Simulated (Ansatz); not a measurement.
Stepwise reaction of `O[Si](F)(Br)Br` with ammonia, as a gas-phase model of exchange steps in deposition or etching. ΔE in kJ/mol; ΔG adds harmonic PBE0-D4 terms to CCSD(T)/CBS, at 1 bar.

Calculated with Ansatz (gas phase, PBE0-D4/def2-TZVP geometries, no zero-point term in ΔE). CBS: MP2 limit from def2 TZ/QZ plus the TZ coupled-cluster correction, frozen cores. This one scheme is used for every species. DFT in def2-TZVPP. B3LYP here is the variant with VWN-RPA as its local correlation; programs differ in this. For Br outer-core shells are correlated without core-valence functions, which leaves a few kJ/mol of doubt a bond. Scalar relativity is left out up to krypton. One conformer a species, not always the lowest.

```tsv
step	reaction	PBE-D4	B3LYP-D4	ωB97M-V	CCSD(T)/CBS	ΔG(500 K)
1	`O[Si](F)(Br)Br` + NH₃ → `N[Si](O)(F)Br` + HBr	22.8	15.5	16.1	18.6	14.3
```

Problem. Give the row of step 2, `N[Si](O)(F)Br` + NH₃ → `N[Si](N)(O)F` + HBr. (Estimate.)

Solution. Ansatz gave: 
| step | reaction | PBE-D4 | B3LYP-D4 | ωB97M-V | CCSD(T)/CBS | ΔG(500 K) |
| --- | --- | --- | --- | --- | --- | --- |
| 2 | `N[Si](O)(F)Br` + NH₃ → `N[Si](N)(O)F` + HBr | 27.7 | 20.1 | 21.1 | 23.0 | 15.8 |

Problem. By hand: ΔE of the 2 steps together at CCSD(T)/CBS.

Solution. (18.6) + (23.0) = 41.6 kJ/mol, or 20.8 kJ/mol a step.

In ΔE the steps differ by no more than 4.4 kJ/mol. All are uphill at CCSD(T)/CBS. ΔG lies between 14.3 and 15.8 kJ/mol a step. PBE-D4 differs from CCSD(T)/CBS by 4.2 to 4.7 kJ/mol a step. Isolated molecules leave out the surface, adducts and barriers. Largest T1 diagnostic: 0.010.
